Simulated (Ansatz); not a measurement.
C4H4, SMILES `C#C[C]C` (excited singlet) (charge 0, multiplicity 1). This singlet is an excited state, 0.49 eV above the relaxed triplet at the level B3LYP/cc-pVTZ // B3LYP-D3(BJ)/def2-TZVP (Ansatz, a first-principles code).

These are CAM-B3LYP/cc-pVTZ // B3LYP-D3(BJ)/def2-TZVP (Ansatz) values and carry that method's errors.

Ansatz 0.2 input:
```yaml
crystal:
  periodic: [false, false, false]
  atoms:
    - { symbol: C, position_ang: [2.567479, 0.143793, -0.25586] }
    - { symbol: C, position_ang: [1.233672, 0.076623, -0.168303] }
    - { symbol: C, position_ang: [0.004431, -0.042381, -0.230725] }
    - { symbol: C, position_ang: [-1.422677, -0.173473, -0.363136] }
    - { symbol: H, position_ang: [3.052726, 0.516029, 0.654085] }
    - { symbol: H, position_ang: [-1.938935, -0.286287, 0.593632] }
    - { symbol: H, position_ang: [-1.707268, -0.988206, -1.035309] }
    - { symbol: H, position_ang: [-1.789433, 0.753899, -0.820328] }
basis:
  gaussian: { orbitals: cc-pVTZ }
hamiltonian:
  xc: cam_b3lyp
```

Output:

```
Functional definition: CAM-B3LYP
896 factors; their error is unknown
240 factors; integrals over basis functions are off by at most 1.6e-5 eV
mean field evaluation 1: about -4203.1725 eV, gradient 4.0e1 eV
mean field evaluation 2: about -4205.0587 eV, gradient 2.9e1 eV
mean field evaluation 4: about -4206.9506 eV, gradient 2.7e0 eV
mean field evaluation 8: about -4206.9696 eV, gradient 4.8e-2 eV
mean field evaluation 16: about -4206.9597 eV, gradient 5.0e-5 eV
mean field -4206.95969495 eV, -154.6029172097 hartree, gradient 5.0e-5 eV, S^2 0.000000; 0 other end points of the search recorded, 0 dependent functions left out
reference -4206.95980604 eV, -154.6029212922 hartree; 14, 14 occupied and 162, 162 virtual orbitals, 896 factors
Total energy: -4206.95980604 eV, -154.6029212922 hartree
```
